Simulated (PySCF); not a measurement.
Two species compared at the same levels of theory.

First species: C8H12.
SMILES: `C=C=C[C@@H](C=C)CC`

Second species: C5H7ClF2O.
SMILES: `[C@H](F)([C@H](F)CC)C(=O)Cl`

Levels: PBE0/pcSseg-1 for dipole moment, HOMO energy, LUMO energy and HOMO–LUMO gap; GFN2-xTB for rotational constant A and rotational constant C. Geometries: GFN2-xTB. Each structure is a single optimised conformer of the isolated species, non-relativistic unless stated. Electronic properties by PySCF.

The conformers computed, where there is a choice (atom-mapped SMILES and torsion angles):
- `[CH2:1]=[C:2]=[CH:3][C@@H:4]([CH:5]=[CH2:6])[CH2:7][CH3:8]`: C2–C3–C4–C5 118°, C3–C4–C5–C6 -118°, C3–C4–C7–C8 65°
- `[CH3:1][CH2:2][C@@H:3]([F:4])[C@H:5]([F:6])[C:7](=[O:8])[Cl:9]`: C1–C2–C3–F4 68°, C2–C3–C5–F6 74°, C3–C5–C7–O8 -78°

Values for the first species:

```
Dipole moment         : 0.37 D
HOMO energy           : -7.18 eV
LUMO energy           : 0.04 eV
HOMO–LUMO gap         : 7.22 eV
Rotational constant A : 2.114 GHz
Rotational constant C : 0.986 GHz
```

(1) Estimate the same properties for the second species, and the change in each.

## Answers

(1) 
```
             property      first     second  second less first
        dipole moment     0.37 D     2.44 D            +2.07 D
          HOMO energy   -7.18 eV   -8.76 eV           -1.58 eV
          LUMO energy    0.04 eV   -1.56 eV           -1.60 eV
        HOMO–LUMO gap    7.22 eV    7.20 eV           -0.02 eV
rotational constant A  2.114 GHz  1.837 GHz         -0.277 GHz
rotational constant C  0.986 GHz  0.864 GHz         -0.122 GHz
```

On the first: The dipole equals about 1.2 × 10⁻³⁰ C·m (1 D = 3.33564 × 10⁻³⁰ C·m). A dipole of 0.37 D is allowed in C1, and pure rotational transitions are dipole-allowed.

On the second: In atomic units the dipole is 0.96 e·bohr (1 au = 2.5417 D).
